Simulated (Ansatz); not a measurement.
F2O2W, charge -1, doublet, geometry from GFN2-xTB (such geometries of metal compounds can be far from the true shape) (the multiplicity is a formal guess) (core potentials on W) (a gas-phase anion, which may not be bound at this level); PBE/def2-SVP run with Ansatz (a first-principles code).

Ansatz was given this input:
Ansatz 0.2 input:
```yaml
crystal:
  periodic: [false, false, false]
  atoms:
    - {symbol: W, position_ang: [0.12437238, -0.02668928, 0.04204265]}
    - {symbol: O, position_ang: [1.37443193, -0.37267944, -1.05924020]}
    - {symbol: O, position_ang: [0.51529214, -0.03283966, 1.69803959]}
    - {symbol: F, position_ang: [-1.06914879, 1.50648899, -0.51881320]}
    - {symbol: F, position_ang: [-1.63322329, -0.92658236, -0.39469247]}
basis:
  gaussian:
    orbitals: def2-SVP
hamiltonian:
  xc: pbe
total_charge: -1
magnetization: {spin_polarized: true, initial_magnetization: 1}
```

Q: Write the output that Ansatz gives for this input, abridged.

A: 
```
Functional definition: PBE
889 factors; their error is unknown
mean field evaluation 1: about -11335.2714 eV, gradient 5.1e1 eV
mean field evaluation 2: about -11084.4225 eV, gradient 2.2e2 eV
mean field evaluation 4: about -11343.2417 eV, gradient 2.4e1 eV
mean field evaluation 8: about -11345.2555 eV, gradient 5.6e-2 eV
mean field evaluation 16: about -11345.2050 eV, gradient 1.5e-4 eV
mean field -11345.20497758 eV, -416.9285928699 hartree, gradient 2.2e-5 eV, S^2 0.753333; 0 other end points of the search recorded, 0 dependent functions left out
reference -11345.20503247 eV, -416.9285948871 hartree; 25, 24 occupied and 63, 64 virtual orbitals, 889 factors
Total energy: -11345.20503247 eV, -416.9285948871 hartree
```
